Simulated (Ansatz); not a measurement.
Input file for CH7NSSi, SMILES `NC([SiH3])S`:

```yaml
crystal:
  periodic: [false, false, false]
  atoms:
    - {symbol: N, position_ang: [-0.775214, 1.161182, 0.600055]}
    - {symbol: C, position_ang: [-0.208003, 0.354336, -0.461959]}
    - {symbol: Si, position_ang: [1.166836, -0.762715, 0.201094]}
    - {symbol: S, position_ang: [-1.473693, -0.682969, -1.241245]}
    - {symbol: H, position_ang: [-0.080557, 1.786022, 0.992639]}
    - {symbol: H, position_ang: [-1.551677, 1.716360, 0.258537]}
    - {symbol: H, position_ang: [0.179498, 0.923612, -1.322549]}
    - {symbol: H, position_ang: [1.871605, -1.408677, -0.934150]}
    - {symbol: H, position_ang: [0.568376, -1.788713, 1.091847]}
    - {symbol: H, position_ang: [2.145121, 0.047886, 0.983364]}
    - {symbol: H, position_ang: [-1.776891, -1.403323, -0.147134]}
basis:
  gaussian: {orbitals: def2-TZVPP}
correlation: {method: ccsd_t}
```

```sh
$ ansatz run in.yaml --threads 4 --pin off --events-out ev --progress --plain --max-ram 10444MiB
```

Log, shortened:

```
Functional definition: HF
1395 factors; integrals over basis functions are off by at most 9.0e-4 eV
mean field evaluation 1: about -21300.5022 eV, gradient 3.2e1 eV
mean field evaluation 2: about -21300.7636 eV, gradient 3.2e1 eV
mean field evaluation 4: about -21303.7367 eV, gradient 4.1e0 eV
mean field evaluation 8: about -21303.8030 eV, gradient 2.6e-1 eV
mean field -21303.80336978 eV, -782.9003336027 hartree, gradient 2.9e-6 eV, S^2 0.000000; 0 other end points of the search recorded, 0 dependent functions left out
12 core orbitals not correlated: weight in the atoms' cores, before any rotation towards them, 1.000 or more for the frozen orbitals, at most 0.000 for the correlated occupied ones
reference -21303.80336978 eV, -782.9003336027 hartree; 13, 13 occupied and 219, 219 virtual orbitals, 1395 factors
second order -19.02652834 eV of doubles, -0.00000000 eV of singles
cycle   1  -19.85920813 eV  change   -8.3e-1 eV  update   9.5e-2
cycle   2  -20.40754427 eV  change   -5.5e-1 eV  update   2.8e-2
cycle   3  -20.48649938 eV  change   -7.9e-2 eV  update   1.2e-2
cycle   4  -20.48003785 eV  change    6.5e-3 eV  update   3.0e-3
cycle   5  -20.47977549 eV  change    2.6e-4 eV  update   1.2e-3
cycle   6  -20.47963047 eV  change    1.5e-4 eV  update   3.7e-4
cycle   7  -20.47947608 eV  change    1.5e-4 eV  update   1.5e-4
cycle   8  -20.47949368 eV  change   -1.8e-5 eV  update   5.8e-5
cycle   9  -20.47950442 eV  change   -1.1e-5 eV  update   2.1e-5
perturbative correction -0.84059328 eV, -0.0308912331 hartree
Total energy: -21325.12346747 eV, -783.6838327416 hartree
```

Run time 2.4 min (4 threads of an Arm Neoverse N1 on a shared host); peak host memory 4.6 GiB.

The correlation energy is -21.320 eV, 3.9 % of it from (T); the T1 diagnostic reads 0.0110.
